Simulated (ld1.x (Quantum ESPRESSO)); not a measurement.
What one change does to a pseudopotential (Al (Z = 13), TM)

aluminium (Al), norm-conserving Troullier–Martins (Kleinman–Bylander form), made with ld1.x (Quantum ESPRESSO) 7.5 (PBE, scalar-relativistic). Core [He], reference 2s2 2p6 3s2 3p1. Waves: 2s (bound): rc 0.65 bohr; 3d channel at 0.3 Ry: rc 0.65 bohr; 2p (bound): rc 0.80 bohr. Local part: the p channel. Core correction: none.

Occupied shells without a wave of their own: 3p, 3s. They enter only through the test configuration that unscreens the potential.

Change: wave 2p (bound): rc 0.80 bohr becomes 2p (bound): rc 0.64 bohr.

Cutoffs: the cutoffs (Ry, on a coarse ladder) from which the occupation-weighted sum of valence levels, in a spherical-Bessel basis at the reference potential, stays within 10 and 1 mRy of its value at 400 Ry; they do not see the model core or the augmentation charge, which bear on the density cutoff. Errors are all-electron minus pseudo energies relative to the spin-unpolarised reference configuration.

Task: What does the change do?

Result: Of the 7 tests that both files solve, the error grows in 2 and shrinks in 5 by more than 15 % and 0.3 meV (median size 31.7 → 24.0 meV); neither file shows a bound ghost.

| quantity | base | changed |
| --- | --- | --- |
| cutoff, loose | over 300 Ry | over 300 Ry |
| cutoff, tight | over 300 Ry | over 300 Ry |
| loose cutoff by channel (10 mRy a level) | s 160 Ry, p 200 Ry | s 160 Ry, p 300 Ry |
| bound ghosts | none | none |
| largest miss of a reference level, eV | 0.07 | 0.02 |
| error for 2s2 2p6 3s2 3p0, meV [ΔE 5.76 eV] | +78 | +24 |
| error for 2s2 2p6 3s1 3p0, meV [ΔE 24.99 eV] | +223 | +26 |
| error for 2s2 2p6 3s0 3p0, meV [ΔE 53.43 eV] | +426 | +22 |
| error for 2s2 2p6 3s2 3p1.3, meV [ΔE -0.57 eV] | -12 | -3.8 |
| error for 2s2 2p6 3s0 3p3, meV [ΔE 10.45 eV] | +21 | -56 |
| error for 2s2 2p6 3s1 3p2, meV [ΔE 5.14 eV] | +13 | -25 |
| error for 2s2 2p6 3s2 3p0.5, meV [ΔE 2.09 eV] | +32 | +9.6 |

Base: The 3p, 3s levels have no wave, so the channel is fitted at the deeper level alone: the likely source of the large errors.
